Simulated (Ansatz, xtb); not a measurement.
## Isomers of C4H8N2Si in order of energy

6 gas-phase structures of C4H8N2Si, from a drawn sample of its isomers (lower ones may exist). Each was relaxed with GFN2-xTB:

A. `Nc1ccn([SiH3])c1`, a singlet
B. `Nc1cc[nH]c1[SiH3]`, a singlet
C. `Nc1c[nH]cc1[SiH3]`, a singlet
D. `Nn1cccc1[SiH3]`, a singlet
E. `Nc1c[nH]c([SiH3])c1`, a singlet
F. `Nn1ccc([SiH3])c1`, a singlet

Task: Which do you expect lowest at r2SCAN-D4/def2-SVP, and how would the others follow?

Result: Calculated order at r2SCAN-D4/def2-SVP: A (0.0), B (4.1), C (4.7), E (6.0), D (26.4), F (28.5) kcal/mol. Less than 1 kcal/mol parts B and C, so the order within that pair means little.

Energies above the lowest of each column, in kcal/mol; the last columns are at PBE0-D3(BJ)/def2-SVP geometries and were run for some of them only (a dash: not run or not comparable):

```tsv
structure	GFN2-xTB	HF/STO-3G	r2SCAN-D4/def2-SVP	PBE0-D3(BJ)/def2-SVP	CCSD(T)/def2-SVP + ΔMP2/def2-TZVPP
A	0.0	0.0	0.0	0.0	0.0
B	19.1	14.2	4.1	4.1	8.8
C	20.7	14.3	4.7	4.4	8.6
E	20.6	13.9	6.0	6.2	10.3
D	35.6	27.9	26.4	–	–
F	38.2	27.8	28.5	–	–
```

Every level run on A puts it lowest or level with the lowest. CCSD(T)/def2-SVP + ΔMP2/def2-TZVPP orders those it was run on as A (0.0), C (8.6), B (8.8), E (10.3) kcal/mol. Less than 1 kcal/mol parts C and B, so the order within that pair means little. Flexible structures stand in one conformer each, not always the lowest. E keeps a small imaginary mode. Frequencies (GFN2-xTB) were run for A, B, C, E alone. ΔMP2 is the change of the MP2 energy from the smaller to the larger basis.

Over these structures GFN2-xTB departs from r2SCAN-D4/def2-SVP by 4.4 kcal/mol on average once a common shift is removed. A GFN2-xTB relaxation took about 0.12 s and the r2SCAN-D4/def2-SVP energy about 2.4 s on a shared host (Ansatz 0.2.0, xtb 6.7.1).
